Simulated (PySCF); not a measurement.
## BeC⁺: frontier orbitals

TPSS at R = 1.582 Å; basis Be aug-cc-pVDZ, C aug-cc-pVDZ; no relativity; PySCF 2.14. State: ⁴Σ⁻ (quartet), unpaired electrons σ ↑, π ↑↑. Only the outer orbitals are listed, counted within each symmetry.

```
spin  orbital  occ.  ε (eV)  on Be (%)           main shells (%)
   α       3σ     1  -22.97         24  76 C s, 13 Be s, 10 Be p
   α       4σ     1  -14.96         28   60 C p, 27 Be s, 12 C s
   α       1π     1  -13.53         23           77 C p, 21 Be p
   α       1π     1  -13.53         23           77 C p, 21 Be p
   α       5σ     0  -11.25         85   43 Be p, 41 Be s, 9 C p
   α       2π     0   -7.78         84           82 Be p, 16 C p
   α       2π     0   -7.78         84           82 Be p, 16 C p
   β       3σ     1  -19.79         41  55 C s, 23 Be s, 16 Be p
   β       4σ     0  -11.25         55   52 Be s, 30 C p, 14 C s
   β       1π     0  -10.28         48           52 C p, 46 Be p
   β       1π     0  -10.28         48           52 C p, 46 Be p
```

Task: Which are the highest filled and the lowest empty level, where do they sit, and how wide is the gap?

Result: Highest filled α 1π at -13.53 eV (in %: 77 C p, 21 Be p); lowest empty β 4σ at -11.25 eV (in %: 52 Be s, 30 C p, 14 C s); the gap at TPSS is 2.28 eV.

```
bond order (Mayer)                                                                                                : 1.64
⟨S²⟩                                                                                                              : 3.752
charge on Be (Mulliken, basis-dependent)                                                                          : 0.63
charge on Be (Löwdin, basis-dependent)                                                                            : 0.91
dipole moment (positive dipole points towards C; it is taken about the centre of mass and depends on that origin) : -5.29 D
```

The state was picked by a PBE0 search and need not be the measured ground state.
